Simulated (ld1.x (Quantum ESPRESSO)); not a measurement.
## silicon, TM: configuration errors across variants

silicon (Si), norm-conserving Troullier–Martins (Kleinman–Bylander form), made with ld1.x (Quantum ESPRESSO) 7.5 (LDA (PZ), scalar-relativistic). Core [Ne], reference 3s2 3p2. Waves: 3s (bound): rc 1.70 bohr; 3p (bound): rc 2.35 bohr. Local part: the p channel. Core correction: none.

All-electron excitation energies from the reference (eV): (1) 3s2 3p1 7.829; (2) 3s2 3p0 23.943; (3) 3s1 3p0 58.088; (4) 3s0 3p4 13.779; (5) 3s1 3p3 6.807; (6) 3s2 3p1.5 2.965; (7) 3s2 3p2.3 -0.957; (8) 3s2 3p2 spin -0.611; (9) 3s2 3p1 spin 7.624.

Spin tests fill each open shell by Hund’s rule, majority spin first.

Errors AE − PS in meV (a dash: test not solved or not reliable):

```csv
change,(1),(2),(3),(4),(5),(6),(7),(8),(9),bound ghosts
base,+3.2,+32,+222,+20,+4.5,+0.4,+0.1,+41,+21,none
core correction a·sin(br)/r model core inside 0.76 bohr,+1.8,+13,+42,-2.5,-0.7,+0.2,+0.1,+4.3,+3.3,none
core correction a·sin(br)/r model core inside 0.86 bohr,+1.8,+13,+42,-2.5,-0.7,+0.2,+0.1,+4.4,+3.3,none
core correction a·sin(br)/r model core inside 1.04 bohr,+1.8,+13,+44,-2.2,-0.6,+0.2,+0.1,+5.0,+3.6,none
core correction a·sin(br)/r model core inside 1.32 bohr,+1.9,+15,+63,+0.6,0.0,+0.2,+0.1,+10,+6.1,none
core correction a·sin(br)/r model core inside 1.42 bohr,+2.0,+16,+80,+3.0,+0.6,+0.3,+0.1,+14,+7.9,none
core correction a·sin(br)/r model core inside 1.68 bohr,+2.4,+22,+137,+11,+2.4,+0.3,+0.1,+26,+13,none
core correction a·sin(br)/r model core inside 1.86 bohr,+2.6,+25,+172,+15,+3.4,+0.3,+0.1,+33,+17,none
```

Q: Give the same row for: core correction a·sin(br)/r model core inside 2.04 bohr.

A: +2.9, +28, +197, +18, +4.0, +0.4, +0.1, +37, +19; bound ghosts: none.
